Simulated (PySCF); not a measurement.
Compound: methyl 3-chloropropanoate, C4H7ClO2.
Z-matrix (Å and degrees, PBE0-D3(BJ)/def2-SVP geometry), rows numbered from 1:
```
C 
O   1  1.4179
C   2  1.3347  1  115.84
O   3  1.2039  2  123.60  1     0.14
C   3  1.5059  2  111.41  1  -179.82
C   5  1.5117  3  111.55  2  -179.04
Cl  6  1.7854  5  110.73  3  -179.99
H   1  1.0960  2  106.32  3   179.02
H   1  1.1000  2  110.88  3    59.12
H   1  1.1001  2  110.85  3   -61.17
H   5  1.1017  3  108.73  2   -56.23
H   5  1.1019  3  108.63  2    58.28
H   6  1.0976  5  111.30  3    60.19
H   6  1.0975  5  111.33  3   -60.09
```

Linear response at wB97X-D/def2-SVPD (PySCF, frozen core in the response, non-relativistic).

Static isotropic polarisability: 70.16 au (10.40 Å³), principal values 54.9, 65.5, 90.1 au.

Q: What is the polarisability at 1064 nm and at the sodium D line?

A: 70.62 au at 1064 nm (+0.7 %), 71.69 au at 589.3 nm (+2.2 %). The rise at 589.3 nm is 3.33 times that at 1064 nm; a pure ω² law gives 3.26. The lowest singlet lies at 205 nm, shorter than both wavelengths.

Q: What is the isotropic C6 coefficient between two such molecules, C6 = (3/π)∫α(iω)² dω?

A: 2232 au (Eh·bohr⁶) by a ten-point quadrature over imaginary frequencies, which is 1330 eV·Å⁶ or 129 J·nm⁶/mol.

Q: Which effective excitation energy ω̄ makes London's formula C6 = (3/4)α²ω̄ exact here?

A: ω̄ = 4·C6/(3α²) = 0.605 Eh = 16.5 eV. A one-pole form α(ω) = α/(1 − ω²/ω̄²) fitted to the 1064 nm value gives 14.4 eV.

Q: What does −C6/R⁶ come to at R = 12 Å between centres?

A: -43 J/mol. This is the leading, orientation-averaged term; C8 and higher terms are left out.

Q: What n − 1 at the D line would an ideal gas of it have at 273.15 K and 1 atm (2.6868 × 10¹⁹ cm⁻³), by n − 1 = 2π·N·α′?

A: 17.93 × 10⁻⁴, a formal value whether or not that pressure can be reached.

Q: What molar refraction at the D line follows from R = (4π/3)·N_A·α′, with α′ the polarisability volume?

A: α′ = 10.62 Å³ gives R = 26.80 cm³/mol, for isolated, non-vibrating species.

Q: How many electrons N does the Slater–Kirkwood formula C6 = (3/4)·√N·α^(3/2) need to give this C6?

A: N = (4·C6/3)²/α³ = 25.7; the species has 64 electrons in all.

Q: The lowest 6 singlets have (eV, f): 6.04, 0.000; 7.53, 0.001; 7.61, 0.001; 8.11, 0.006; 8.24, 0.150; 8.54, 0.036. What share of the static polarisability do they carry in the sum over states α = Σ f/ω²?

A: 2.10 au, 3.0 % of α; the largest term, 1.64 au, is that of the state at 8.24 eV. Their oscillator strengths add up to 0.19. Higher states carry the rest.

One conformer stands for the species.

The pairwise dispersion term of wB97X-D wasn't added to the energies; at a given geometry it leaves orbitals and properties as they are.
